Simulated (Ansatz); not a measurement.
Geometry optimisation, RKS PBE0/def2-SVP (Ansatz 0.2.0).

The input (input.yaml):

```yaml
crystal:
  periodic: [false, false, false]
  atoms:
    - { symbol: Ge, position_ang: [-0.6188, 0.834, 0.0912] }
    - { symbol: S, position_ang: [0.5648, -0.9672, 1.5931] }
    - { symbol: H, position_ang: [0.3735, 1.6428, -0.7043] }
    - { symbol: H, position_ang: [-0.9053, 1.6861, 1.3489] }
    - { symbol: H, position_ang: [-1.9622, 0.5369, -0.4955] }
    - { symbol: H, position_ang: [0.3469, -1.4485, -0.1199] }
    - { symbol: O, position_ang: [-0.0953, -0.8708, -1.1608] }
    - { symbol: H, position_ang: [1.756, -0.4404, 1.3165] }
    - { symbol: H, position_ang: [0.5404, -0.9729, -1.8692] }
basis:
  gaussian: { orbitals: def2-SVP }
hamiltonian:
  xc: pbe0
relax:
  f_tol: 0.15
  max_steps: 25
  restrain:
    - { distance: [0, 6], at: 1.86, k: 30.0 }
    - { distance: [5, 1], at: 1.36, k: 30.0 }
    - { distance: [0, 1], at: 3.55, k: 30.0 }
    - { distance: [5, 6], at: 2.27, k: 30.0 }
```

Launched with:

```bash
$ ansatz run input.yaml --threads 2 --pin off --max-ram 3072MiB --backend cpu --events-out ev --progress --plain --runs-dir out
```

Question: Where does it end, and by what steps?

Answer: It converged. The restraints hold the end off the free minimum. After 9 steps the energy has fallen by 1.170 eV (the restraints' own energy left out); H6 moved furthest, 0.96 Å. Joined: S2–H6 (1.79 → 1.36 Å).

```
step  energy less start (eV)  largest force component (eV/Å)  accepted
   0                  0.0000                           2.602       yes
   1                  0.8328                           1.865       yes
   2                  0.9362                           2.442       yes
   3                  0.5379                           1.747       yes
   4                 -0.2557                           0.899       yes
   5                 -0.7625                           0.678       yes
   6                 -1.0523                           0.549       yes
   7                 -1.1415                           0.739       yes
   8                 -1.1574                           0.696       yes
   9                 -1.1702                           0.693       yes
```

```xyz
9
Properties=species:S:1:pos:R:3
Ge -0.779 0.912 -0.379
S 0.927 -1.260 1.880
H 0.073 2.031 -1.017
H -0.644 0.913 1.141
H -2.248 1.034 -0.815
H 0.337 -1.783 0.777
O -0.185 -0.659 -1.118
H 1.892 -0.673 1.146
H 0.627 -0.515 -1.616
```

Run time: 26 s on 2 threads of Arm Neoverse V1 (shared host), peak memory 0.2 GiB.
